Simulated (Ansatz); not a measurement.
A thermochemical cycle in electronic energies (no zero-point or thermal terms), species as SMILES, kcal/mol. Each molecule is optimised on its own at B3LYP-D3(BJ)/def2-TZVP (Ansatz, an electronic-structure program), one conformer each, not searched for the lowest. Valence correlation only, unless marked. UHF or UKS for open shells. Spin-orbit coupling is left out. No relativistic terms. Basis-set limits of correlation are two-point, X^-3; Hartree-Fock from the larger set. [CCSD(T)-MP2]/basis is that difference in the basis named. Anions need diffuse functions, of which def2-TZVPD holds fewer than the aug- sets.

```
step                                                                                    RI-MP2/CBS(aug-cc-pVTZ,aug-cc-pVQZ)+[CCSD(T)-MP2]/aug-cc-pVTZ (Ansatz)  wB97X-V/def2-TZVPD (Ansatz)
--------------------------------------------------------------------------------------  ----------------------------------------------------------------------  ---------------------------
electron affinity EA, positive where the anion is bound: [CH2]B(F)F + e- → [CH2-]B(F)F                                                                    40.3                         37.6
deprotonation energy A: CB(F)F [difluoro(methyl)borane] -> [CH2-]B(F)F + H+                                                                              379.2                        381.1
ionisation of the H atom at the same level, IE                                                                                                           313.7                        314.1
```

Problem. Find the bond energy D: CB(F)F [difluoro(methyl)borane] -> [CH2]B(F)F + H atom.

Solution. Breaking the bond, ionising the H atom and attaching the electron to the radical add up to the deprotonation, A = D + IE - EA. At RI-MP2/CBS(aug-cc-pVTZ,aug-cc-pVQZ)+[CCSD(T)-MP2]/aug-cc-pVTZ: D = A - IE + EA = 379.2 - 313.7 + 40.3 = 105.8. At wB97X-V/def2-TZVPD: D = A - IE + EA = 381.1 - 314.1 + 37.6 = 104.6. The functional differs from the first level by -1.2 in D, -2.7 in EA and +1.9 in A; for EA and A the gap mixes functional and basis.
